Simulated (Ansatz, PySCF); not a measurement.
System: C2H2F2, net charge 0, singlet state. SMILES: F/C=C/F
Geometry from a B3LYP-D3(BJ)/def2-TZVP (Ansatz, an electronic-structure program) optimisation:
```
C
C 1 1.3198
F 1 1.3452 2 120.22
F 2 1.3452 1 120.22 3 180.00
H 1 1.0806 2 125.33 4 0.00
H 2 1.0806 1 125.33 5 -180.00
```

Wanted: atomisation energy, in kcal/mol. Terms: spin-orbit terms left out; frozen cores in correlated levels; atomisation electronic, to ground-state atoms; no dispersion term unless named; open shells spin-unrestricted; non-relativistic. CBS(X,Y): correlation extrapolated as X^-3; Hartree-Fock from the larger set. [CCSD(T)-MP2]/basis is that difference in the basis named. Ab initio and DFT rows: single points at B3LYP-D3(BJ) geometries (Ansatz).

```csv
species,coefficient,"E at BP86/def2-SVP (PySCF), Eh","E at B3LYP/def2-TZVPD (Ansatz), Eh"
F/C=C/F,-1,-276.83569,-277.17787
C atom,+2,-37.80175,-37.85953
F atom,+2,-99.63266,-99.77110
H atom,+2,-0.49913,-0.50215
```

Coupled cluster (Ansatz) is a level with limits of its own, used here on species with T1 under 0.025 (0.045 for open shells) and stable references: RI-MP2/CBS(aug-cc-pVTZ,aug-cc-pVQZ)+[CCSD(T)-MP2]/aug-cc-pVTZ. Value to compare with, RI-MP2/CBS(aug-cc-pVTZ,aug-cc-pVQZ)+[CCSD(T)-MP2]/aug-cc-pVTZ (Ansatz): 575.0 kcal/mol. 1 Eh = 627.5095 kcal/mol.

Question: Work the quantity out at each level, and compare with RI-MP2/CBS(aug-cc-pVTZ,aug-cc-pVQZ)+[CCSD(T)-MP2]/aug-cc-pVTZ (Ansatz).

Answer: 
- BP86/def2-SVP: the sum of coefficient times E is 0.96861 Eh, or 607.81 kcal/mol. Result: 607.8 kcal/mol. Its difference against RI-MP2/CBS(aug-cc-pVTZ,aug-cc-pVQZ)+[CCSD(T)-MP2]/aug-cc-pVTZ (Ansatz) is 32.8 kcal/mol.
- B3LYP/def2-TZVPD: the sum of coefficient times E is 0.91231 Eh, or 572.48 kcal/mol. Result: 572.5 kcal/mol. Its difference against RI-MP2/CBS(aug-cc-pVTZ,aug-cc-pVQZ)+[CCSD(T)-MP2]/aug-cc-pVTZ (Ansatz) is -2.5 kcal/mol.
